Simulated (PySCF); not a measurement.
Start geometry of `C(F)(F)(F)/C(C(C)C)=N/N` from GFN2-xTB (Å):
```
atom  x, y, z in Å
C1    -1.7796    0.4037    0.4354
C2    -0.5871   -0.4269    0.0806
C3    -0.6956   -0.9562   -1.3622
C4     0.7621    0.3135    0.2615
N5     1.8498   -0.1911    0.5945
N6     2.0631   -1.4662    0.8142
C7     0.7950    1.7879   -0.0126
F8     0.2162    2.1293   -1.1854
F9     2.0334    2.2618   -0.0544
F10    0.1564    2.5236    0.9397
H11   -1.9204    1.2567   -0.2517
H12   -1.7144    0.8265    1.4475
H13   -2.7257   -0.1726    0.3619
H14   -0.5839   -1.2798    0.7743
H15   -1.5746   -1.5727   -1.4666
H16    0.1935   -1.5470   -1.5906
H17   -0.7252   -0.1156   -2.0589
H18    1.2868   -2.1097    0.9719
H19    2.9195   -1.6582    1.3216
```

What comes out of this run: PySCF, PBE0-D3(BJ)/def2-SVP geometry optimisation, gas phase?

```
atom  x, y, z in Å
C1    -1.8292    0.4340    0.3126
C2    -0.5534   -0.3803    0.1184
C3    -0.5538   -1.1286   -1.2193
C4     0.7324    0.4028    0.2655
N5     1.8612   -0.0925    0.6126
N6     1.9896   -1.3852    0.8771
C7     0.7727    1.8627   -0.1030
F8     0.2280    2.0579   -1.3207
F9     2.0007    2.3537   -0.1316
F10    0.0605    2.6177    0.7513
H11   -1.9465    1.1919   -0.4748
H12   -1.8396    0.9504    1.2822
H13   -2.7033   -0.2328    0.2679
H14   -0.5443   -1.1357    0.9295
H15   -1.4333   -1.7864   -1.2999
H16    0.3508   -1.7442   -1.3351
H17   -0.5826   -0.4108   -2.0523
H18    1.1659   -1.9337    1.1236
H19    2.8275   -1.6057    1.3992
```

The energy falls by 3.7 kcal/mol over 11 energy and gradient evaluations, the largest force component goes from 0.0618 to 1.8e-04 Eh/bohr, and the atoms move by 0.106 Å rms after alignment. Among the bonds, C2–C4 and C4=N5 change most and about equally (-0.037 to +0.036 Å). Bonds longer at the end by more than 0.005 Å: 8 of 18; shorter: 5. Among the angles that change most is C4–N5–N6, from 125.5° to 121.1°. Rotational constants go from 1512, 1240, 887.0 to 1565, 1221, 883.3 MHz. The orientation of the end geometry is arbitrary; only internal coordinates are fixed.

The run used 185 basis functions and 80 SCF cycles in all. Hardware: one thread of an AMD EPYC 9R45, no GPU, on a shared host. Cost: 1.8 min of wall time, 0.79 GiB resident at most.

No frequency check. The numbers are those of one conformer.
